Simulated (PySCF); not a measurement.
Gas-phase reaction: 2 MoO2Cl2 + O2 ⇌ Mo2O6 + 4 Cl

Computed with PySCF (xtb for GFN2) and rigid-rotor harmonic-oscillator thermochemistry at 1 bar. † marks an energy on the PBE0/def2-TZVP geometry and frequencies; other levels use their own. Open shells (unrestricted): O2 (multiplicity 3), Cl (multiplicity 2, electronic degeneracy 6); the rest are closed-shell singlets. GFN2 has no spin-polarisation term. Spin-orbit splitting is ignored; it lowers the true energy and changes the entropy of Cl. Mo: scalar-relativistic def2 core potential, no spin-orbit coupling. The harmonic model lacks anharmonicity and excited electronic states, which grow with temperature; levels with a mode under 35 cm⁻¹ are left out. Soft modes under 120 cm⁻¹ make the harmonic entropy rough for MoO2Cl2, Mo2O6.

ΔH° and ΔS° at 298 K: GFN2-xTB 543 kJ, 187 J/K; PBE/def2-TZVP† 673 kJ, 174 J/K; PBE0/def2-TZVP 639 kJ, 174 J/K; r2SCAN/def2-TZVP† 649 kJ, 174 J/K; LDA/def2-TZVP† 776 kJ, 174 J/K.

Task: With the heat capacities included, give log10 K (1 bar) at 600, 1000, 1600, 1800, 2000 K from GFN2-xTB, PBE/def2-TZVP†, PBE0/def2-TZVP, r2SCAN/def2-TZVP†, LDA/def2-TZVP†.

Result: 
```csv
T (K),GFN2-xTB,PBE/def2-TZVP†,PBE0/def2-TZVP,r2SCAN/def2-TZVP†,LDA/def2-TZVP†
600,-37.3,-49.4,-46.4,-47.2,-58.3
1000,-18.1,-25.7,-23.9,-24.4,-31.1
1600,-7.2,-12.2,-11.1,-11.4,-15.6
1800,-5.1,-9.7,-8.7,-9.0,-12.7
2000,-3.5,-7.7,-6.8,-7.1,-10.4
```
